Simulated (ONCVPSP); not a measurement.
How hard is this sulfur (S) ONCV potential?

```json
{
 "Element": "sulfur",
 "Generator": "ONCVPSP 4.0.1",
 "Type": "optimised norm-conserving Vanderbilt (ONCV)",
 "Functional": "BLYP",
 "Relativity": "scalar-relativistic",
 "Frozen core": "[Ne]",
 "Valence charge": "6",
 "Reference configuration": "3s2 3p3 (charge +1)",
 "Partial waves": "3s: rc 1.40 bohr, ncon 4, nbas 8, qcut 5.7 1/bohr, 2 projectors, debl 2.7 Ha; 3p: rc 1.15 bohr, ncon 4, nbas 9, qcut 6 1/bohr, 1 projector",
 "Local potential": "polynomial inside 0.85 bohr (lpopt 2, dvloc0 4 Ha)",
 "Core correction": "Teter function, fcfact 4.5, rcfact 1.7"
}
```

**Question.** For each optimised wave give the share of its norm inside rc, the residual kinetic energy above qcut (Ha) and the cutoffs (Ha) for errors of 10, 1, 0.1 and 0.01 mHa per electron.

**Answer.**

| wave | norm inside rc | residual KE | 10 mHa | 1 mHa | 0.1 mHa | 0.01 mHa |
| --- | --- | --- | --- | --- | --- | --- |
| 3s | 0.388 | 1.4e-04 | 9.8 | 13.4 | 17.3 | 48.6 |
| s projector 2 | 0.076 | 3.6e-04 | 10.2 | 14.2 | 49.9 | 117.0 |
| 3p | 0.145 | 1.6e-03 | 4.5 | 45.3 | 194.8 | 245.7 |

The occupied waves need 45 Ha and 195 Ha for 1 and 0.1 mHa.
